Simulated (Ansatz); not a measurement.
**Pulling the pair apart**

The pair of Cu⁺ (SMILES [Cu+], atom 1) and HCl (SMILES Cl, atoms 2–3), both closed shells, in one local arrangement (a lower one may exist), relaxed at PBE0-D4/def2-TZVP:

Cu1  (0.044, -0.008, -1.628)
Cl2  (0.558, -0.096, 0.546)
H3  (-0.602, 0.103, 1.082)
(Å)

HCl is shifted rigidly along the line between the mean atom positions of the two fragments (negative: closer). Counterpoise interaction energies in kJ/mol. Program: Ansatz 0.2.0. Basis: def2-TZVPPD. Cores are frozen in the correlated methods. The 3s and 3p shells of Cu and Zn are frozen; filled d shells are correlated. B3LYP uses VWN-RPA correlation.

```csv
shift (Å),HF,B3LYP-D4,PBE0-D4
-0.22,-8.7,-104.9,-106.9
-0.11,-39.9,-122.1,-122.1
0.00,-56.8,-127.4,-125.9
0.11,-64.6,-125.6,-122.9
0.27,-66.4,-116.7,-112.9
0.56,-57.5,-94.2,-89.2
1.12,-35.3,-54.3,-50.2
2.24,-14.4,-18.1,-17.0
```

What does CCSD(T) give at these shifts? (To be estimated.)

The calculation gives: -68.8, -88.5, -96.1, -96.4, -90.1, -70.9, -39.2, -14.2 kJ/mol. For zero shift, CCSD(T) at an estimated basis limit (MP2 extrapolated from triple and quadruple zeta, plus CCSD(T) − MP2 in triple zeta) gives -113.7 kJ/mol. These are counterpoise interaction energies, counted from the two frozen fragments.

The T1 diagnostic stays at or below 0.020.

For scale, one of the runs: CCSD(T)/def2-TZVPPD, 135 basis functions, launched by `ansatz run in.yaml --threads 2 --pin off --events-out ev --progress --plain --max-ram 5222MiB`. The run took about 6.5 s on 2 CPU threads of an Arm Neoverse V1 (shared host).
